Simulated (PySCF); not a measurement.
Structure with atom numbers: `[N:1]#[C:2][c:3]1[cH:4][cH:5][c:6]([F:7])[cH:8][cH:9]1` (H(Xn): hydrogen on atom n).

Theory: geometry: PBE0-D3(BJ)/def2-SVP, J: B3LYP/pcJ-1 (spin–dipole term only in couplings to heteroatoms), shieldings: GIAO B97-2/pcSseg-1, in PySCF (rapidly exchanging positions averaged, relativity neglected, no solvent, one conformer).

**Question.** List the cross peaks expected in HSQC, COSY and HMBC spectra.

**Answer.** 

HSQC (one-bond C–H):
| δH | δC | $^{1}J$(C,H) (Hz) |
| --- | --- | --- |
| 7.69 (H(C4)/H(C9)) | 138.6 (C4/C9) | 175 |
| 7.16 (H(C5)/H(C8)) | 118.7 (C5/C8) | 174 |

COSY cross peaks (|J| ≥ 2 Hz):
| δH | δH | abs. J (Hz) | bonds |
| --- | --- | --- | --- |
| 7.69 (H(C4)/H(C9)) | 7.16 (H(C5)/H(C8)) | 9.7 | 3 |

HMBC (two and three bonds, |J| ≥ 2.5 Hz):
| δH | δC [abs. J in Hz] |
| --- | --- |
| 7.69 (H(C4)/H(C9)) | 168.9 (C6) [11.2], 138.6 (C4/C9) [7.8], 120.8 (C2) [5.8] |
| 7.16 (H(C5)/H(C8)) | 168.9 (C6) [4.5], 118.7 (C5/C8) [4.5], 110.6 (C3) [9.2] |

Shifts are taken against calculated references (same method and geometry level): $^{1}$H (31.38 ppm) and $^{13}$C (183.69 ppm) vs TMS.

Common functionals overestimate the size of one-bond C–F couplings by tens of Hz; these are unscaled. Unscaled 3J(H,H) at this level run about 10 % above measured values. Shifts are as computed. Against solution values, carbons near 30 ppm lie about +1 ppm off and those near 130 ppm about +2 ppm. Of 1211 compounds with measured shifts, 218 miss one by over three times the rms of a fit or turn the order of signals round; such compounds aren't used in these exercises.
